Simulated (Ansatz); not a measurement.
**Energy profile**

The step: SiCl₄ ([Cl][Si]([Cl])([Cl])[Cl]) + H₂O → SiHCl₃O ([OH][Si]([Cl])([Cl])[Cl]) + HCl; bonds formed: Si1–O7, Cl2–H6; bonds broken: Si1–Cl2, H6–O7 (atoms numbered as in the saddle structure below).

```
8
angstrom
Si -0.1708 0.5398 -0.2876
Cl 1.4230 -1.2052 -1.1972
Cl -1.4416 0.0602 -1.7911
Cl -1.4861 1.5411 0.9910
Cl 1.2274 1.9597 -0.6120
H 0.7612 -1.3491 0.3381
O 0.1821 -0.6550 0.9552
H -0.4950 -0.8915 1.6036
```

Electronic energies by CCSD(T) at an estimated basis limit (MP2 extrapolated from triple and quadruple zeta, plus CCSD(T) − MP2 in triple zeta), on PBE0-D4/def2-TZVP structures; SiH$_{2}$Cl$_{4}$O, closed shell; no counterpoise correction. Ansatz 0.2.0; basis: def2-TZVPP and def2-QZVPP; cores frozen in the correlated methods. Extrapolation: Hartree–Fock as exp(−7.88 √X), correlation as X^−2.97.

(1) Give the profile in eV, counted from the separated reactants. (An estimate is asked for; the value comes from the calculation.)

T1 diagnostic: at most 0.010.

## Answers

(1) Computed:
| point | eV |
| --- | --- |
| separated: SiCl$_{4}$ (linked as [Cl][Si]([Cl])([Cl])[Cl]; Si1, Cl2, Cl3, Cl4, Cl5; singlet) + H$_{2}$O (H6, O7, H8; singlet) | 0.000 |
| start structure | -0.076 |
| saddle | 1.023 |
| end structure | -0.304 |
| separated: SiHCl$_{3}$O (linked as [OH][Si]([Cl])([Cl])[Cl]; Si1, Cl3, Cl4, Cl5, O7, H8; singlet) + HCl (Cl2, H6; singlet) | -0.152 |

The step is the kind of ligand exchange by which a precursor binds to a hydroxyl group, or is hydrolysed, in atomic layer deposition of oxides.

For scale, one of the runs: CCSD(T)/def2-TZVPP, 269 basis functions, launched by `ansatz run in.yaml --threads 8 --pin off --events-out ev --progress --plain --max-ram 19148MiB`. Time: 67 s of wall clock on 8 CPU threads of an INTEL XEON PLATINUM 8581C; the host was shared. Peak host memory: 6.3 GiB.
